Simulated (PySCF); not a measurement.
# Two-component Hartree-Fock for Rh (rhodium, neutral)

Start: [Kr] 4d7 5s1 5p1; 4d3/2 filled at m_j = +1/2, +3/2; 4d5/2 filled at m_j = -3/2, -1/2, +1/2, +3/2, +5/2; 5s1/2 filled at m_j = +1/2; 5p3/2 filled at m_j = +3/2. Calculated with PySCF 2.14 in x2c-SVPall-2c with one added diffuse shell each of s, p, d type (7s9p7d1f, 76 functions): generalised Hartree-Fock with the X2C-1e Hamiltonian and a Gaussian nucleus; one run each with spin-orbit coupling (SO) switched off, then screened by Boettger's factors. This is a chosen level, not necessarily the ground level.

| spinor shell | electrons | ε, spin-free (eV) | ε, screened SO (eV) | weight of nominal j (screened SO) | rms radius, screened SO (bohr) |
| --- | --- | --- | --- | --- | --- |
| 1s1/2 | 2 | -23343.8 | -23342.3 | 1.000 | 0.0375 |
| 2s1/2 | 2 | -3469.7 | -3469.3 | 1.000 | 0.154 |
| 2p1/2 | 2 | -3104.2 | -3204.5 | 1.000 | 0.134 |
| 2p3/2 | 4 | -3104.2 | -3057.6 | 1.000 | 0.138 |
| 3s1/2 | 2 | -659.57 | -659.46 | 1.000 | 0.415 |
| 3p1/2 | 2 | -536.04 | -553.93 | 1.000 | 0.411 |
| 3p3/2 | 4 | -536.04 | -527.65 | 1.000 | 0.422 |
| 3d3/2 | 4 | -338.67 | -341.91 | 0.992 | 0.401 |
| 3d5/2 | 6 | -338.67 | -336.41 | 0.995 | 0.405 |
| 4s1/2 | 2 | -106.41 | -106.40 | 1.000 | 1.05 |
| 4p1/2 | 2 | -68.656 | -73.673 | 0.831 | 1.15 |
| 4p3/2 | 4 | -68.656 | -66.262 | 0.915 | 1.16 |
| 4d5/2 | 5 | -17.051 | -17.908 | 0.545 | 1.61 |
| 4d3/2 | 2 | -17.051 | -15.129 | 0.634 | 1.61 |
| 5s1/2 | 1 | -9.813 | -9.826 | 0.999 | 3.38 |
| 5p3/2 | 1 | -4.855 | -4.797 | 1.000 | 4.65 |

```
   quantity    spin-free  screened SO
E (hartree)  -4780.28400  -4781.01002
        M_J         13/2         13/2
       ⟨J²⟩       48.762       48.763
       ⟨L²⟩       20.011       20.162
       ⟨S²⟩        8.751        8.693
```

Each row is a mean over spinors that exchange with the open shell spreads, by up to 8.840 eV (4p3/2).

Rows whose weight is well below 1 are mixtures of j = l ± 1/2: exchange outweighs spin-orbit coupling there, and the label is only the starting occupation.

Breit and QED terms are absent; they matter most for the inner s and p1/2 levels.

Densities and radii are taken from the X2C orbitals without a picture-change correction, which distorts them close to the nucleus.

Without spin-orbit coupling the j labels of p, d and f shells carry no meaning; the spin-free column gives the mean over the occupied spinors of each nl shell.
